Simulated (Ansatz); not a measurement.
C9H10N2, SMILES `CN(C)c1ccc(C#N)cc1`. Charge 0, multiplicity 1.

```csv
atom,x (Å),y (Å),z (Å)
C1,0.3823,2.4834,-0.7326
N2,0.5907,1.0822,-0.9885
C3,1.3414,0.6697,-2.1454
C4,0.0810,0.1491,-0.1365
C5,0.2762,-1.2275,-0.3611
C6,-0.2409,-2.1664,0.5024
C7,-0.9737,-1.7813,1.6259
C8,-1.5054,-2.7545,2.5145
N9,-1.9371,-3.5443,3.2356
C10,-1.1728,-0.4196,1.8579
C11,-0.6598,0.5268,1.0003
H12,0.8089,2.7905,0.2294
H13,-0.6825,2.7445,-0.7298
H14,0.8670,3.0653,-1.5138
H15,0.7433,0.0436,-2.8176
H16,1.6551,1.5510,-2.7008
H17,2.2413,0.1073,-1.8698
H18,0.8386,-1.5661,-1.2198
H19,-0.0777,-3.2198,0.3093
H20,-1.7397,-0.1054,2.7259
H21,-0.8362,1.5714,1.2145
```

(1) Give the diagnostics of a CCSD(T)/def2-TZVPP run (frozen core, Ansatz 0.2.0). (Best estimate.)

Results:

(1) Computed: T1 = 0.0130, largest single amplitude 0.043, largest double 0.071, (T) share of the correlation energy 4.9 %, 10 CCSD cycles. The RHF solution is unstable towards an unrestricted one. T1 lies under the customary mark of 0.02 for closed shells.
